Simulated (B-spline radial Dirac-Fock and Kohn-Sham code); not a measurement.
**Magnetic form factor of the 4d shell of Cd⁺**

System: cadmium as Cd⁺ in the configuration [Kr] 4d9 5s2 (an excited configuration).

Input of the calculation (task.json; shells as n, l, electrons):

```json
{"items": [{
  "Z": 48,
  "q": 1,
  "cfg": [[1, 0, 2], [2, 0, 2], [2, 1, 6], [3, 0, 2], [3, 1, 6], [3, 2, 10], [4, 0, 2], [4, 1, 6], [4, 2, 9], [5, 0, 2]],
  "A": 114,
  "rrms": 4.6087,
  "do": ["scatter"],
  "s": [0.0, 0.07, 0.09, 0.11, 0.13, 0.16, 0.19, 0.23, 0.28, 0.34, 0.41, 0.5, 0.6, 0.72, 0.87, 1.05, 1.27, 1.54, 1.86, 2.25, 2.72, 3.28, 3.96],
  "pz": [0, 0.1, 0.2, 0.3, 0.4, 0.5, 0.6, 0.8, 1.0, 1.2, 1.4, 1.6, 1.8, 2.0, 2.5, 3.0, 4.0, 5.0, 7.0, 10.0, 15.0, 20.0, 30.0, 40.0, 60.0, 100.0],
  "hv_scatter": [1000, 8047.8, 20000, 30000, 50000, 100000, 200000, 1000000]
}]}
```

Command: `python xray_run.py task.json out`

Method: relativistic Hartree-Fock (Dirac-Fock) wave functions, averaged over the configuration. Computed with a radial finite-basis atomic code. ⟨j_K⟩ is the integral of the 4d radial density with the spherical Bessel function j_K(4πsr), s = sin θ/λ.

```tsv
s (Å⁻¹)	⟨j0⟩	⟨j2⟩	⟨j4⟩
0	1.0000	0.0000	0.0000
0.07	0.9388	0.0241	0.0003
0.09	0.9011	0.0386	0.0007
0.11	0.8563	0.0554	0.0015
0.13	0.8057	0.0738	0.0028
0.16	0.7220	0.1029	0.0059
0.19	0.6330	0.1315	0.0105
0.23	0.5136	0.1658	0.0192
0.28	0.3739	0.1978	0.0335
0.34	0.2329	0.2171	0.0535
0.41	0.1126	0.2150	0.0765
0.5	0.0220	0.1851	0.0991
0.6	-0.0178	0.1363	0.1105
0.72	-0.0200	0.0794	0.1064
0.87	0.0001	0.0293	0.0849
1.05	0.0208	0.0012	0.0529
1.27	0.0282	-0.0044	0.0221
1.54	0.0215	0.0030	0.0032
```

Radial moments of the shell: ⟨r²⟩ = 1.754, ⟨r⁴⟩ = 5.722, ⟨r⁶⟩ = 32.40 in powers of bohr.
